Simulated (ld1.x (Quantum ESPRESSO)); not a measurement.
PW91 RRKJ dataset for S, scalar-relativistic all-electron reference.

ld1.x (Quantum ESPRESSO) 7.5 was run on this input:

```
&input
   title='S', zed=16., rel=1, dft='PW91', iswitch=3,
   config='[Ne] 3s2 3p4',
   nld=2, rlderiv=1.35, eminld=-3.0, emaxld=5.0, deld=0.02
 /
 &inputp
   pseudotype=2, tm=.false., rho0=0.005, lloc=0,
   nlcc=.false.,
   file_pseudopw='S.UPF', file_wfcaegen='ae.wfc', file_wfcncgen='nc.wfc', file_beta='beta', file_chi='chi'
 /
2
3P  2  1   4.00   0.00  1.25  1.25  0.0
3S  1  0   2.00   0.00  1.00  1.00  0.0
 &test
   configts(1)='3s2 3p4'
 /
```

Command:

```bash
ld1.x < S.in > S.out
```

Output (shortened: banner, matrices, multipoles, cross overlaps and the repeated all-electron block are left out):

```
Program LD1 v.7.5
     --------------------------- All-electron run ----------------------------

     S
     scalar relativistic calculation

     atomic number is 16.00
     dft =PW91   lsd =0 sic =0 latt =0  beta=0.20 tr2=1.0E-14
     Exchange-correlation= PW91
                           (   1   4   2   2   0   0   0)
     mesh =1151 r(mesh) =  99.72449 a.u. xmin = -7.00 dx = 0.01250
     1 Ry =  13.60569312 eV, c = 137.03599908

     n l     nl                  e(Ry)          e(Ha)          e(eV)
     1 0     1S 1( 2.00)      -176.9030       -88.4515     -2406.8877
     2 0     2S 1( 2.00)       -15.5661        -7.7830      -211.7875
     2 1     2P 1( 6.00)       -11.5177        -5.7588      -156.7058
     3 0     3S 1( 2.00)        -1.2718        -0.6359       -17.3042
     3 1     3P 1( 4.00)        -0.5186        -0.2593        -7.0555

     final scf error:  9.2E-16 reached in  24 iterations

     Etot =    -798.416447 Ry,    -399.208223 Ha,  -10863.009155 eV

     Ekin =     801.423145 Ry,     400.711572 Ha,   10903.917370 eV
     Encl =   -1903.289725 Ry,    -951.644863 Ha,  -25895.575923 eV
     Eh   =     354.718274 Ry,     177.359137 Ha,    4826.187983 eV
     Exc  =     -51.268140 Ry,     -25.634070 Ha,    -697.538586 eV

     normalization and overlap integrals

     s(1S/1S) =  1.000000  <r> =   0.0969  <r2> =    0.0126  r(max) =   0.0633
     s(2S/2S) =  1.000000  <r> =   0.4791  <r2> =    0.2732  r(max) =   0.3877
     s(2P/2P) =  1.000000  <r> =   0.4425  <r2> =    0.2448  r(max) =   0.3254
     s(3S/3S) =  1.000000  <r> =   1.6929  <r2> =    3.3373  r(max) =   1.4048
     s(3P/3P) =  1.000000  <r> =   2.0706  <r2> =    5.1775  r(max) =   1.6119

     ------------------------ End of All-electron run ------------------------

     --------------------- Generating NC pseudopotential ---------------------

      Generating local pot.: lloc=0, matching radius rcloc =   1.0000

      Wfc   3P  rcut= 1.255  Estimated cut-off energy=      108.19 Ry
      This function has    0 nodes for 0 < r <    1.255

     ------------------- End of pseudopotential generation -------------------

     Computing logarithmic derivative in   1.34471
     Message from routine run_pseudo:
     Warning: convergence not achieved
     Computing logarithmic derivative in   1.34471
     Computing the partial wave expansion
       no projector for channel:   0
     R is outside the sphere for l=    1 j= 0.00

     ---------------------- Testing the pseudopotential ----------------------

     S
     scalar relativistic calculation

     atomic number is 16.00   valence charge is  6.00
     dft =PW91   lsd =0 sic =0 latt =0  beta=0.20 tr2=1.0E-14
     mesh =1151 r(mesh) =  99.72449 xmin = -7.00 dx = 0.01250

     n l     nl             e AE (Ry)        e PS (Ry)    De AE-PS (Ry)
     1 0     3S   1( 2.00)       -1.27183       -1.27181       -0.00002
     2 1     3P   1( 4.00)       -0.51857       -0.51857       -0.00000

     eps = 1.7E-13  iter =201

     Etot =    -798.416447 Ry,    -399.208223 Ha,  -10863.009155 eV
     Etotps =   -20.188024 Ry,     -10.094012 Ha,    -274.672061 eV

     Ekin =       7.555925 Ry,       3.777962 Ha,     102.803593 eV
     Encl =     -39.097539 Ry,     -19.548769 Ha,    -531.949112 eV
     Ehrt =      16.797543 Ry,       8.398772 Ha,     228.542217 eV
     Ecxc =      -4.183081 Ry,      -2.091541 Ha,     -56.913719 eV
     Epseu=      -1.260872 Ry,      -0.630436 Ha,     -17.155040 eV

     ---------------------- End of pseudopotential test ----------------------
```

Generation and configuration tests took about 2.2 s on one core of a shared server CPU.
